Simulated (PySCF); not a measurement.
# Stretching HgCl⁺

Set-up: basis Hg cc-pVDZ-PP with ECP60, Cl cc-pV(D+d)Z; scalar-relativistic core potentials; PySCF 2.14. Energies in eV from Hg⁺ + Cl in their ground configurations at the same level. State: ¹Σ⁺ (singlet), closed shell.

All columns are BP86. A positive dipole points towards Cl; it is taken about the centre of mass and depends on that origin.

| R (Å) | E (eV) | μ (D) | Mulliken charge on Hg (basis-dependent) | HOMO (eV) | LUMO (eV) | Mayer bond order | ⟨S²⟩ |
| --- | --- | --- | --- | --- | --- | --- | --- |
| 1.940 | -0.906 | -1.67 | 1.00 | -14.41 | -11.97 | 1.57 | 0.00 |
| 2.030 | -1.617 | -1.75 | 1.00 | -14.30 | -12.19 | 1.48 | 0.00 |
| 2.121 | -1.997 | -1.80 | 0.98 | -14.18 | -12.39 | 1.41 | 0.00 |
| 2.188 | -2.133 | -1.83 | 0.97 | -14.09 | -12.54 | 1.37 | 0.00 |
| 2.256 | -2.178 | -1.84 | 0.95 | -13.99 | -12.67 | 1.34 | 0.00 |
| 2.324 | -2.158 | -1.83 | 0.94 | -13.90 | -12.79 | 1.31 | 0.00 |
| 2.414 | -2.064 | -1.79 | 0.92 | -13.79 | -12.94 | 1.27 | 0.00 |
| 2.527 | -1.881 | -1.72 | 0.90 | -13.67 | -13.10 | 1.23 | 0.00 |
| 2.662 | -1.617 | -1.58 | 0.89 | -13.55 | -13.27 | 1.18 | 0.00 |
| 2.843 | -1.249 | -1.36 | 0.87 | -13.42 | -13.45 | 1.12 | 0.00 |

A fit through these points gives, at Re = 2.266 Å, μ = -1.84 D and dμ/dR = 0.0182 D/Å; the reduced mass is 29.81 u.

Task: How strong is the fundamental in the double-harmonic approximation, I = 42.26·(dμ/dR)²/μred km/mol?

Result: I = 42.26·(0.0182)²/29.81 = 0.000470 km/mol at BP86.

These are scalar-relativistic numbers at best; spin–orbit coupling would shift them, the dissociation energy most. For an ion De counts to the pair picked by the measured ionisation energies or electron affinities, which need not be the lowest pair at this level.
